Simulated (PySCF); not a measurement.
Species: C7H19NP (charge +1).
Numbering: `[CH3:1][CH2:2][N:3]([CH2:4][CH3:5])[P+:6]([CH3:7])([CH3:8])[CH3:9]` (hydrogens: H10, H11, H12 on C1; H13, H14 on C2; H15, H16 on C4; H17, H18, H19 on C5; H20, H21, H22 on C7; H23, H24, H25 on C8; H26, H27, H28 on C9)

Computed by this run: PBE0-D3(BJ)/def2-SVP geometry optimisation, gas phase (PySCF 2.14.0); density fitting, grid level 1; the optimiser is geomeTRIC in internal coordinates, started from a GFN2-xTB structure.

Step 0: E = -18319.7778 eV
```
atom  x, y, z in Å  |  force x, y, z in eV/Å
C1      1.1861    2.1103    1.0590    0.151  -0.431  -0.493
C2      1.4609    1.1004   -0.0477   -0.409   0.284   0.442
N3      0.5913   -0.0741    0.0073    0.032   0.137   0.251
C4      1.0192   -1.1426    0.9184    0.329  -0.327  -0.756
C5      1.9524   -2.1171    0.2124   -0.432   0.332   0.397
P6     -1.0041    0.0118   -0.3863   -0.516  -0.186  -0.180
C7     -1.2336    1.2820   -1.6482    0.084  -0.386   0.409
C8     -2.1414    0.3509    1.0012    0.521  -0.090  -0.512
C9     -1.4924   -1.5826   -1.0946    0.093   0.544   0.193
H10     1.9172    2.9124    1.0154    0.266   0.396   0.032
H11     1.2542    1.6439    2.0389    0.018  -0.146   0.431
H12     0.1945    2.5466    0.9492   -0.363   0.248   0.023
H13     2.4874    0.7385    0.0281    0.277  -0.126  -0.136
H14     1.3520    1.5754   -1.0243    0.135   0.083  -0.302
H15     1.5237   -0.7027    1.7821   -0.027   0.173   0.312
H16     0.1390   -1.6761    1.2885   -0.179  -0.112   0.244
H17     1.4520   -2.5908   -0.6280   -0.174  -0.216  -0.349
H18     2.8367   -1.6068   -0.1586    0.392   0.189  -0.165
H19     2.2705   -2.8884    0.9075    0.198  -0.372   0.262
H20    -1.0286    2.2738   -1.2502    0.079   0.332   0.150
H21    -2.2697    1.2451   -1.9826   -0.359  -0.010  -0.099
H22    -0.5792    1.0806   -2.4951    0.227  -0.080  -0.265
H23    -3.1698    0.3137    0.6475   -0.403  -0.028  -0.160
H24    -1.9425    1.3346    1.4224    0.107   0.342   0.120
H25    -2.0096   -0.3987    1.7805    0.065  -0.270   0.239
H26    -0.8683   -1.7975   -1.9607    0.235  -0.036  -0.273
H27    -2.5347   -1.5304   -1.4048   -0.394   0.007  -0.095
H28    -1.3843   -2.3850   -0.3674    0.045  -0.249   0.279
```

Problem. Estimate the geometry and energy of step 1. (The exact step hangs on the optimiser's Hessian estimate; all steps are aligned on step 0, rigid shifts and turns removed.)

Solution. E = -18319.8567 eV, largest force 0.215 eV/Å
```
atom  x, y, z in Å  |  force x, y, z in eV/Å
C1      1.2318    2.1406    1.0769   -0.035   0.060   0.072
C2      1.4351    1.1207   -0.0255    0.070  -0.033  -0.094
N3      0.5556   -0.0503    0.0621    0.021  -0.100  -0.065
C4      1.0181   -1.1503    0.9211   -0.079   0.099   0.174
C5      1.9465   -2.1145    0.2161    0.060  -0.042  -0.092
P6     -1.0261   -0.0150   -0.4059    0.014   0.127   0.073
C7     -1.2375    1.2666   -1.6424   -0.030   0.006  -0.080
C8     -2.1527    0.3334    0.9581   -0.096  -0.018   0.060
C9     -1.5032   -1.5967   -1.1144    0.028  -0.054  -0.010
H10     1.9814    2.9430    1.0050   -0.005  -0.029  -0.006
H11     1.3292    1.6839    2.0743    0.004   0.011  -0.022
H12     0.2396    2.6177    1.0189    0.019  -0.012   0.001
H13     2.4658    0.7303   -0.0043   -0.054   0.032  -0.010
H14     1.3270    1.5867   -1.0179    0.005  -0.022   0.035
H15     1.5089   -0.7010    1.8035   -0.032  -0.072  -0.052
H16     0.1438   -1.6898    1.3270    0.039   0.016  -0.007
H17     1.4395   -2.6169   -0.6222    0.027   0.005   0.017
H18     2.8326   -1.5990   -0.1856   -0.025  -0.017   0.013
H19     2.3007   -2.8877    0.9146   -0.016   0.024  -0.011
H20    -1.0052    2.2584   -1.2279   -0.006  -0.042   0.001
H21    -2.2891    1.2589   -1.9691    0.036   0.008   0.006
H22    -0.5911    1.0657   -2.5099   -0.011   0.010   0.029
H23    -3.1991    0.3025    0.6151    0.038   0.004   0.008
H24    -1.9346    1.3289    1.3733    0.006  -0.038  -0.022
H25    -2.0207   -0.4171    1.7530    0.002   0.025  -0.030
H26    -0.8841   -1.8061   -1.9994   -0.012   0.009   0.030
H27    -2.5647   -1.5611   -1.4052    0.038   0.010   0.011
H28    -1.3686   -2.4047   -0.3793   -0.005   0.034  -0.032
```

The energy changes by -0.0789 eV. The first-order estimate −F·Δx gives -0.1749 eV and the mean of the old and new forces, exact on a quadratic surface, -0.0763 eV. The step makes an angle of 74° with the force vector and moves no atom by more than 0.109 Å.

What follows is the cost of the whole optimisation. Hardware: one thread of an Arm Neoverse N1, shared host. Cost: 5.3 min.
